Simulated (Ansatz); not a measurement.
Reaction (ligand exchange at the Si–C bond): `O[SiH](O)C#C[SiH3]` + HBr → `O[SiH](O)Br` + `C#C[SiH3]`

Program: Ansatz. Geometries: PBE0-D4/def2-TZVP. ΔE: electronic, gas phase. CBS: MP2 limit from def2 TZ/QZ plus the TZ coupled-cluster correction, frozen cores. DFT in def2-TZVPP. For Br outer-core shells are correlated without core-valence functions, which leaves a few kJ/mol of doubt a bond. Scalar relativity is left out up to krypton. One conformer a species, not always the lowest.

| species | B2PLYP energy (Eh) |
| --- | --- |
| `O[SiH](O)C#C[SiH3]` | -809.03227 |
| HBr | -2574.37376 |
| `O[SiH](O)Br` | -3015.54239 |
| `C#C[SiH3]` | -367.88770 |

(1) Work out ΔE.

Largest T1 diagnostic among the species: 0.013.

## Answers

(1) ΔE = (-3015.54239) + (-367.88770) − (-809.03227) − (-2574.37376) = -0.02406 Eh = -0.65 eV. CCSD(T)/CBS gives -0.68 eV.

From PBE to PBE0 (25 % exact exchange), in def2-TZVPP and without D4, ΔE moves by −0.03 eV. Leaving LDA and LC-ωPBE aside and taking each functional with its dispersion term where it has one, the values, not all of them listed here, spread over 0.09 eV, from r2SCAN0-D4 to BLYP-D4.
